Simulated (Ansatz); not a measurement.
Cost and result for the atomization energy of `O[SiH](Cl)O[SiH2]Cl` (10 atoms, 9 bonds).

Z-matrix (Å, degrees):
```
Si
Cl 1 2.051
O 1 1.630 2 107.1
O 1 1.621 2 110.6 3 -122.7
H 1 1.465 2 109.9 3 118.6
Si 3 1.627 1 140.8 2 -51.8
H 4 0.960 1 118.9 2 59.0
Cl 6 2.059 3 109.1 1 -36.1
H 6 1.475 3 108.7 1 -153.7
H 6 1.476 3 110.9 1 81.9
```

Charge 0, multiplicity 1. All single points use the PBE0-D4/def2-TZVP geometry. It is one conformer, not always the lowest. Program: Ansatz. All runs use 2 threads of an AMD EPYC 7R13 on a shared host and a share of an NVIDIA H100 80 GB. Times are those of one run each, without the atoms' runs, and a repeat can differ threefold. Electronic energies, without spin–orbit coupling; frozen cores. CCSD(T)/CBS adds CCSD(T) − MP2 in def2-TZVPP to the MP2 limit, and its time is that of the two runs behind it. T1 = 0.011. B3LYP takes the VWN-RPA correlation (the form of Gaussian; ORCA's B3LYP/G).

CCSD(T)/CBS is a level of theory with its own doubt, some kJ/mol a heavy atom from the limit and from the frozen cores, so smaller differences don't rank the functionals.

```json
{"level": "PBE0-D4/def2-TZVPP", "functions": "286", "wall time": "1.6 s"}
{"level": "PBE-D4/def2-TZVPP (with forces)", "functions": "286", "wall time": "1.9 s"}
{"level": "r2SCAN-D4/def2-TZVPP (with forces)", "functions": "286", "wall time": "2.2 s"}
{"level": "B2PLYP/def2-TZVPP", "functions": "286", "wall time": "3.1 s"}
{"level": "MP2/def2-QZVPP", "functions": "514", "wall time": "3.2 s"}
{"level": "B3LYP-D4/def2-TZVPP (with forces)", "functions": "286", "wall time": "3.9 s"}
{"level": "ωB97X-V/def2-TZVPP", "functions": "286", "wall time": "4.1 s"}
{"level": "CCSD(T)/def2-TZVPP", "functions": "286", "wall time": "4.2 s"}
{"level": "ωB97M-V/def2-TZVPP (with forces)", "functions": "286", "wall time": "6.5 s"}
{"level": "CCSD(T)/CBS(def2)", "functions": "–", "wall time": "7.4 s"}
```

(1) What atomization energy does each give, and how far from CCSD(T)/CBS? (An estimate is asked.)

Answers

(1) The calculation gave: 
| level | atomization (kcal/mol) | difference from CCSD(T)/CBS | per bond |
| --- | --- | --- | --- |
| PBE0-D4/def2-TZVPP | 869.0 | -17.2 | -1.9 |
| PBE-D4/def2-TZVPP (with forces) | 881.6 | -4.6 | -0.5 |
| r2SCAN-D4/def2-TZVPP (with forces) | 883.3 | -2.9 | -0.3 |
| B2PLYP/def2-TZVPP | 866.3 | -19.9 | -2.2 |
| MP2/def2-QZVPP | 900.3 | 14.1 | 1.6 |
| B3LYP-D4/def2-TZVPP (with forces) | 871.8 | -14.4 | -1.6 |
| ωB97X-V/def2-TZVPP | 885.3 | -0.9 | -0.1 |
| CCSD(T)/def2-TZVPP | 856.1 | -30.1 | -3.3 |
| ωB97M-V/def2-TZVPP (with forces) | 885.2 | -1.0 | -0.1 |
| CCSD(T)/CBS(def2) | 886.2 | 0.0 | 0.0 |

From PBE to PBE0 (25 % exact exchange), in def2-TZVPP and without D4, the atomization energy moves by −11.5 kcal/mol: exact exchange takes away binding that semilocal exchange gives to molecules. The D4 term adds +12.6 kcal/mol with B3LYP and +6.7 kcal/mol with PBE0; it sums over pairs of atoms, weighted by their polarisabilities, and B3LYP, whose exchange is more repulsive, gets the larger term. In def2-TZVPP, CCSD(T) changes the Hartree–Fock value by +206.9 kcal/mol (the triples alone add +13.5 kcal/mol) and MP2 by +232.8 kcal/mol; breaking electron pairs costs correlation energy, which Hartree–Fock lacks.
